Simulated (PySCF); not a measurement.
GeH6O2Si, SMILES [OH][GeH2][O][SiH3]. Geometry optimised at PBE-D3(BJ)/def2-SVP. This is a generated structure with no PubChem entry under its InChIKey; it may be hypothetical. One conformer was computed; it need not be the lowest.

Computed equilibrium geometry at PBE-D3(BJ)/def2-SVP (PySCF confirms it by a frequency run) as bond lengths and angles (one conformer of several):
Atoms: O1 Ge2 O3 Si4 H5 H6 H7 H8 H9 H10. Bonded distances (Å): O1–Ge2 1.794, O1–H5 0.976, Ge2–O3 1.798, Ge2–H6 1.548, Ge2–H7 1.544, O3–Si4 1.680, Si4–H8 1.502, Si4–H9 1.506, Si4–H10 1.508. Bond angles (°): Ge2–O1–H5 111.2, O1–Ge2–O3 108.9, O1–Ge2–H6 112.8, O1–Ge2–H7 103.9, O3–Ge2–H6 104.3, O3–Ge2–H7 110.4, H6–Ge2–H7 116.5, Ge2–O3–Si4 129.9, O3–Si4–H8 107.6, O3–Si4–H9 111.3, O3–Si4–H10 111.2, H8–Si4–H9 108.8, H8–Si4–H10 109.3, H9–Si4–H10 108.5.
Charge 0, spin multiplicity 1.
